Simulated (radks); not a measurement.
The numbers below are computed, except where a source is named.
Q: Ionisation of Nb+, [Kr] 4d4, to Nb2+, [Kr] 4d3, under several functionals. Dirac Kohn-Sham, spin-unpolarised, spherical densities, point nucleus; open shells are shared between the two j in proportion to 2j + 1; a radial shooting solver on a logarithmic mesh with Libxc functionals. The NIST Atomic Spectra Database gives 14.320 eV (semi-empirical). Rank these functionals by the error of their Delta-SCF ionisation energy: XLYP; BP86; B86b exchange with PBE correlation; LDA (Slater exchange, Perdew-Wang correlation).

A: From best to worst: LDA (Slater exchange, Perdew-Wang correlation) 14.273 eV (-0.047); BP86 14.161 eV (-0.159); B86b exchange with PBE correlation 14.060 eV (-0.260); XLYP 14.024 eV (-0.296). Spin polarisation and multiplet splitting are left out, so open shells lie too high by an amount that depends on their filling. Sharing an open shell by 2j + 1 raises it above the true ground level by a part of the spin-orbit splitting, which enters the differences from NIST.

Beside tabulated values, note that spin-unpolarised runs miss the spin-polarisation part of the exchange energy of open shells.
